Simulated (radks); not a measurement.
Question: The mean radii <r> (bohr) of the occupied orbitals of an atom or ion are listed with their occupations. Method: scalar-relativistic Kohn-Sham, LDA (Slater exchange, VWN5 correlation), spin-polarised, spherical densities, finite nucleus; Fermi nuclear charge, rms radius of each element as measured or else 0.836 A^(1/3) + 0.57 fm; computed with a radial shooting solver on a logarithmic mesh with Libxc functionals.

orbital  occ.      <r>
1s up       1  0.01867
1s down     1  0.01867
2s up       1  0.07821
2s down     1  0.07819
2p up       3  0.06971
2p down     3  0.06970
3s up       1   0.1897
3s down     1   0.1898
3p up       3   0.1862
3p down     1   0.1863

Name the element and its charge. Open shells, if any, are filled with parallel spins first.

Answer: Z = 73, tantalum, charge +57: Ta57+ in [Ne] 3s2 3p4. The 1s radius gives Z: for a bare nucleus <r> = (2 gamma + 1)/(2Z) with gamma = sqrt(1 - (Z/c)^2), 0.01844 bohr for Z = 73, and screening makes it slightly larger (0.01867 here). The occupations add up to 16, and the charge is Z minus that.
